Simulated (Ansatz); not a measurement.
Consider the substitution at a C–Si bond: `BCC[SiH2]C` + `CC(N)F` → `CNC(C)F` + `BCC[SiH3]`.

Program: Ansatz. Geometries: PBE0-D4/def2-TZVP. ΔE: electronic, gas phase. CCSD(T)/CBS adds triple-zeta CCSD(T) − MP2 to the extrapolated MP2 energy (def2 sets, frozen cores). Functionals use def2-TZVPP. B3LYP here is the variant with VWN-RPA as its local correlation; programs differ in this. One conformer a species, not always the lowest.

Is it downhill or uphill in electronic energy at CCSD(T)/CBS, and by how much? (Estimate.)

The calculation gave: Uphill: ΔE = +70.0 kJ/mol.

What do these levels give: PBE-D4, PBE0-D4, B3LYP-D4, ωB97X-V, r2SCAN, PBE0? (An estimate is asked.)

The calculation gave: PBE-D4 68.0, PBE0-D4 70.4, B3LYP-D4 68.8, ωB97X-V 68.8, r2SCAN 70.5, PBE0 70.1 kJ/mol.

Largest T1 diagnostic among the species: 0.011.
